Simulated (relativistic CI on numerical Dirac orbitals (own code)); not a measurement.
What each ingredient does to the levels of Cs⁵⁺

Base calculation: Dirac-Coulomb-Breit CI, orbitals from a KLI potential per configuration, QED by a radiative potential, valence Slater integrals scaled by 0.85, P86 correlation energy added to each configuration.

Configurations in the expansion (outside the closed core [Kr] 4d10): 5s2 5p2, 5s 5p3, 5s2 5p 5d, 5p4, 5s2 5p 4f, 5s 5p2 5d, 5s2 5p 5f, 5s2 5p 6s, 5s2 5p 5g, 5s2 4f 5d, 5s2 5p 6p, 5s 5p2 5f, 5s2 4f2, 5s 4f2 5d, 5s2 5d2, 5s 5d3, 5p2 4f2, 5p 4f2 5d, 5p 4f3, 5p 4f2 5f, 5p 4f2 6s. Double excitations out of closed p, d and f shells are left out; levels of such configurations are missing from the list, as are those of other unlisted configurations, and high levels can miss mixing partners. These lack a partner that the ground configuration has and come out too high: 5s 5p2 5f.

Variants: (1) self-excluded LDA correlation estimate; (2) Slater integrals left unscaled; (3) configuration mixing switched off. Shifts of the energy above 5s2 5p2 3P_0, in cm⁻¹, for the lowest level and the first level of each name with at least 55 % of one term (blank where a level changes its place among those of its configuration and J or its character, or is not in the variant):

```
          Level      Base    Δ(1)     Δ(2)     Δ(3)  Measured
   5s2 5p2 3P_0       0.0     0.0      0.0      0.0       0.0
   5s2 5p2 3P_1   12014.3    -0.1   -564.3    -91.4   12176.0
   5s2 5p2 3P_2   17433.5    -1.1    -37.0   +553.5   17628.2
   5s2 5p2 1D_2   34546.8    -1.5   +275.8  +1536.2   35061.4
   5s2 5p2 1S_0   50691.7    +3.7  +2821.5  +3431.8   52410.3
   5s 5p3 5S°_2  106585.0  +130.4  -5503.2  -7200.7  106878.6
   5s 5p3 3D°_1  135896.5  +121.7   -802.1   +216.5  131766.8
   5s 5p3 3D°_2  136766.7  +121.9  -1004.0    +95.7  133089.4
   5s 5p3 3D°_3  141939.1  +122.0  -1208.0   +569.1  138042.8
   5s 5p3 3P°_0  156057.8  +123.6  +1411.7  -2214.0  152634.7
   5s 5p3 3P°_1  158036.6  +122.8  +1214.1  -1624.6  154198.2
 5s2 5p 4f 3F_2  188360.9  -517.0  +1873.7  -5170.6          
5s2 5p 5d 3F°_2  190616.1   +48.1           -9639.8  181755.2
5s2 5p 5d 3F°_3  195880.5   +41.8   +815.9  -6935.0  187270.0
```

At this charge configurations can still be misplaced by up to about 7 % of their energy. Levels and lines within the n = 5 or 6 shells can be off by up to 10 % or somewhat more, and those that change n by about 2 %, since core polarisation is missing. 22 of the 29 excited levels that our extract of the measured tables holds in this range could be paired (the sources list more); they are missed by 7219 cm⁻¹ on average and 13940 at most, and levels without a partner can miss by more. Levels that differ in their count of f electrons can be misplaced by several ten thousand cm⁻¹, since the correlation energy of f electrons is missing or only estimated; rates across such gaps can be off by orders of magnitude.

Measured levels: Sansonetti, J. Phys. Chem. Ref. Data 38, 761 (2009).

Ionisation energy from the two ground configurations alone: base 70.6 eV; self-excluded LDA correlation estimate 70.88 eV; Slater integrals left unscaled 70.67 eV. The NIST ASD value (theoretical) is 69.1 eV. The gap of more than 2 % comes from missing correlation, or from a tabulated value that is itself an estimate.

LS names give the leading component of a level, which can be under half, so a name can repeat, a term be missing and a line seem to break the LS rules.
